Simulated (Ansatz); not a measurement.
Wavefunction ladder for CH$_{2}$ClNOSn (`O=C=[N][SnH2][Cl]`)

Cartesian coordinates in Å:
```
O 2.6021 -1.4105 -0.4839
C 1.7978 -0.5782 -0.3543
N 1.0217 0.3338 -0.2346
Sn -0.9316 0.5656 0.1677
Cl -1.7984 -1.5614 0.4909
H -1.0416 1.4174 1.6271
H -1.6500 1.2333 -1.2128
```

The species carries charge 0 and has multiplicity 1. Correlated methods include outer-core shells of Sn, which these sets cover unevenly. Sn takes the def2 core potential. The geometry is a stationary point of PBE0-D4/def2-TZVP. It is one conformer, not always the lowest. Frozen core, restricted reference, the Gaussian-basis code of Ansatz.

```
     basis     HF (Eh)  MP2 corr.
  def2-SVP  -840.97411   -0.69701
def2-TZVPP  -841.34952   -1.07387
def2-QZVPP  -841.37187   -1.34767
```

(1) Estimate the CCSD correlation energy and the (T) correction in each basis where they were run (hartree).

Results:

(1) 
```csv
basis,CCSD corr.,(T)
def2-SVP,-0.72232,-0.02541
def2-TZVPP,-1.08496,-0.04690
```
